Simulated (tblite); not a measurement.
Species: C6H10FO (doublet state).
Cartesian coordinates in Å at the GFN2-xTB level; atoms count from 1:
```
atom  x, y, z in Å
C1     2.6463   -0.0847   -0.3275
C2     1.4145   -0.5575    0.3249
C3     0.1667    0.1304   -0.2268
C4    -0.0971    1.5674    0.2418
O5    -1.3459    1.1843    0.8302
C6    -1.1634   -0.1880    0.4775
C7    -2.3049   -0.7104   -0.3858
F8    -2.1149   -2.0423   -0.6568
H9     2.6643    0.0801   -1.3868
H10    3.5558    0.0312    0.2260
H11    1.2787   -1.6390    0.1538
H12    1.4755   -0.4116    1.4064
H13    0.1215    0.0081   -1.3097
H14   -0.2321    2.3183   -0.5401
H15    0.6012    1.9426    0.9944
H16   -1.0638   -0.8238    1.3667
H17   -3.2569   -0.6134    0.1450
H18   -2.3543   -0.1855   -1.3448
```

Calculated harmonic vibrations of the isolated species, GFN2-xTB (tblite), most abundant isotopes, no scaling. Against measured fundamentals such values can be off by several per cent, at times by over 20. One conformer, not necessarily the lowest. Open shells enter through the occupations alone, without spin polarisation, and single modes of such species can be off by tens of per cent.

Harmonic wavenumbers (cm⁻¹): 33.7, 54.4, 62.2, 98.2, 180.0, 210.3, 318.6, 385.1, 432.9, 454.5, 483.2, 746.0, 811.9, 866.3, 918.1, 952.9, 1030.6, 1034.1, 1050.3, 1078.6, 1081.0, 1105.8, 1124.2, 1142.3, 1146.8, 1164.6, 1178.7, 1213.2, 1222.7, 1248.5, 1274.4, 1295.0, 1330.7, 1348.5, 1401.4, 1444.5, 1444.8, 1478.7, 2812.0, 2895.2, 2936.1, 2955.6, 2958.0, 2960.5, 2966.3, 2981.5, 3142.6, 3186.9.

A = 2965, B = 1387, C = 1031 MHz; mass 117.072 u (most abundant isotopes); point group C1, symmetry number 1; spin multiplicity 2.

**Question.** Zero-point energy?

**Answer.** ½Σν̃ = 31821 cm⁻¹ = 90.98 kcal/mol.

**Question.** What is S at 200 K and 1 bar for an ideal gas of classical rigid rotors and harmonic oscillators?

**Answer.** Translation 38.23, rotation 27.53, vibration 20.41, spin (R ln 2) 1.38: S = 87.5 cal/(mol K).

**Question.** And Cp and H(200 K) − H(0)?

**Answer.** Cp = 25.62 cal/(mol K), of which vibrations give 17.67 (their classical limit is 48 R = 95.4); H(200 K) − H(0) = 3.59 kcal/mol without the zero-point energy, 2.00 from vibrations.

**Question.** What must be added to the electronic energy to get the Gibbs energy at 200 K and 1 bar?

**Answer.** ZPE + [H(200 K) − H(0)] − T·S = 90.98 + 3.59 − 17.51 = 77.06 kcal/mol.

**Question.** Blend soft modes into free rotors: weight 1/[1 + (100 cm⁻¹/ν̃)⁴] for the oscillator and the rest for a rotor with moment μB/(μ + B), μ = h/(8π²ν), B = 10⁻⁴⁴ kg m². What vibrational entropy results?

**Answer.** 17.77 cal/(mol K) in place of 20.41, which changes −T·S at 200 K by +0.53 kcal/mol.

Hindered rotation and anharmonicity are outside this model. Other conformers, if any are populated, would add a mixing term that is left out. The structure is chiral; the term R ln 2 for an equal mix with its mirror image is left out.
